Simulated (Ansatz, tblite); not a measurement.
Cost and result up the ladder for Te₃Pb₃⁻ (the lowest doublet isomer of a short search) (6 atoms). Total charge -1; doublet. Geometry: PBE-D4/def2-SVP.

Cartesian coordinates in Å:
```
Pb 1.246 1.714 -0.971
Pb -0.385 1.290 1.903
Pb -0.721 -1.695 -0.660
Te 1.986 -0.969 -1.778
Te -0.350 -1.575 2.332
Te -1.776 1.234 -0.826
```

Ansatz on 4 threads of Intel Xeon on a shared host; xTB runs through tblite on one thread. Times are rough, summed over both states, and most runs start from the orbitals of an earlier one. r2SCAN0-D4/def2-TZVPD serves as the yardstick here, not as an exact answer. The other state is a singlet.

In the def2 sets Pb, Te take a core potential; there is no spin–orbit coupling. The xTB rows come from tblite. The structure comes from a short search, and lower isomers may exist.

Raw xTB energies of ions are shifted by several eV, and xTB has no spin-polarisation term.

```tsv
level	functions	wall time	vertical IE (eV)	difference from r2SCAN0-D4/def2-TZVPD (eV)
GFN1-xTB	39	0.024 s	5.07	2.19
GFN2-xTB	39	0.032 s	5.53	2.65
PBE-D4/def2-TZVPD	345	36 s	2.53	-0.35
r2SCAN0-D4/def2-TZVPD	345	2 min	2.88	0.00
PBE0-D4/def2-TZVPD (with forces)	345	2.2 min	2.73	-0.15
```
